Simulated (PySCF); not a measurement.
Simulation results for BH3N

All values are calculated (PySCF 2.14.0). Calculation on a computer-drawn molecule: vertical ionisation energy to the stated ion spin, frozen-core CCSD(T) at the basis limit and cheaper methods, single-reference cases, UHF for radicals, no spin-orbit; all values are single points at the evaluated structure, the first of each entry, which is the reference or a displaced copy of it and isn't optimised; the reference structure only sets the zero of the energies above reference; triples share is (T) over the correlation energy.

```xyz
5
formula=BH3N charge=1 multiplicity=1 ion_multiplicity=2 diffuse_functions=no basis=cc-pVnZ reference_is=the_Hartree-Fock_double-zeta_minimum best_is=HF_at_quadruple_zeta_+_MP2_correlation_extrapolated_from_triple_and_quadruple_zeta_+_CCSD(T)_minus_MP2_at_triple_zeta basis_step_is=the_size_of_the_change_from_the_same_recipe_one_zeta_lower ionisation_energy_best=20.2 ionisation_energy_basis_step=0.03122 energy_above_reference_best=1.407 energy_above_reference_basis_step=0.06542 ionisation_energy_Koopmans_at_triple_zeta=20.36 ionisation_energy_EOM_CCSD_at_triple_zeta=20.04 total_energy_HF_triple_zeta=-80.6469 total_energy_CCSD(T)_triple_zeta=-80.9572 total_energy_best=-80.9968 T1_diagnostic_at_triple_zeta=0.01246 D1_diagnostic_at_triple_zeta=0.03284 ion_T1_diagnostic_at_triple_zeta=0.008257 ion_D1_diagnostic_at_triple_zeta=0.02167 ion_spin_squared_at_triple_zeta=0.7566 triples_share_at_triple_zeta=0.03409 basis_functions_triple_zeta=102
B     -0.2455    -1.0129     0.7928
N      0.1421    -2.1244     1.3643
H     -0.5928    -0.0178     0.2795
H      1.0878    -2.4817     1.2887
H     -0.4417    -2.6813     1.8979
```

Units: ionisation_energy_best, ionisation_energy_basis_step, ionisation_energy_Koopmans_at_triple_zeta, ionisation_energy_EOM_CCSD_at_triple_zeta in eV; energy_above_reference_best, energy_above_reference_basis_step in kcal/mol; total_energy_HF_triple_zeta, total_energy_CCSD(T)_triple_zeta, total_energy_best in hartree.

Reference structure:
```xyz
5
BH3N
B     -0.2462    -1.0135     0.7906
N      0.1450    -2.1266     1.3639
H     -0.5951    -0.0203     0.2791
H      1.0895    -2.4819     1.2890
H     -0.4710    -2.7057     1.9199
```

Drawn bonds:
| atom | other atom | order |
| --- | --- | --- |
| 1 | 2 | 1 |
| 1 | 3 | 1 |
| 2 | 4 | 1 |
| 2 | 5 | 1 |

Triple zeta:
| method | ionisation energy (eV) | energy above reference (kcal/mol) |
| --- | --- | --- |
| HF | 18.38 | 0.8283 |
| PBE | 20.29 | 1.844 |
| r2SCAN | 20.06 | 1.477 |
| B3LYP | 20.21 | 1.501 |
| wB97X | 20.07 | 1.405 |
| MP2 | 20.14 | 1.466 |
| CCSD | 19.94 | 1.39 |
| CCSD(T) | 20.07 | 1.496 |
